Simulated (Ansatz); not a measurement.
Reactions of CH$_{8}$O$_{2}$Si$_{2}$, SMILES `CO[SiH2][SiH2]O`.

Gas-phase electronic energies from Ansatz, PBE0-D4/def2-TZVP geometries. CBS: MP2 limit from def2 TZ/QZ plus the TZ coupled-cluster correction, frozen cores. This one scheme is used for every species. DFT in def2-TZVPP. For Ge outer-core shells are correlated without core-valence functions, which leaves a few kJ/mol of doubt a bond. Scalar relativity is left out up to krypton. One conformer a species, not always the lowest.

```csv
reaction,r2SCAN-D4 (eV),CCSD/CBS(def2) (eV),HF/CBS(def2) (eV)
`CO[SiH2][SiH2]O` + H₂ → `CO[SiH2][SiH3]` + H₂O,0.64,0.55,0.50
`CO[SiH2][SiH2]O` + `F[SiH3]` → `O[SiH2]F` + `CO[SiH2][SiH3]`,-0.38,-0.38,-0.40
`CO[SiH2][SiH2]O` → `OC([SiH3])O[SiH3]`,1.55,1.59,1.57
`CO[SiH2][SiH2]O` → `CO[SiH](O)[SiH3]`,-0.32,-0.31,-0.31
`CO[SiH2][SiH2]O` + HCl → `CO[SiH2][SiH2]Cl` + H₂O,-0.12,-0.16,-0.13
`CO[SiH2][SiH2]O` + `OC=S` → `COC=S` + `O[SiH2][SiH2]O`,-0.13,-0.12,-0.12
`CO[SiH2][SiH2]O` + HCl → `O[SiH2][SiH2]Cl` + CH₃OH,-0.12,-0.11,-0.11
`CO[SiH2][SiH2]O` + `O[Si@@H](F)N[Si@@H](O)F` → `O[SiH2]N[SiH](O)F` + `CO[SiH2][SiH](O)F`,0.24,0.18,0.11
`CO[SiH2][SiH2]O` → `OC[SiH2]O[SiH3]`,-0.14,-0.23,-0.35
`CO[SiH2][SiH2]O` + `C#[C][GeH2][OH]` → `O[SiH2]C#[C][GeH2][OH]` + `CO[SiH3]`,-0.58,-0.61,-0.79
```

Q: Give the CCSD(T)/CBS values in the same order. (An estimate is asked.)

A: The calculation gave: 0.58, -0.37, 1.57, -0.31, -0.16, -0.13, -0.10, 0.19, -0.21, -0.60 eV.

Largest T1 diagnostic: 0.018, for `OC=S`.
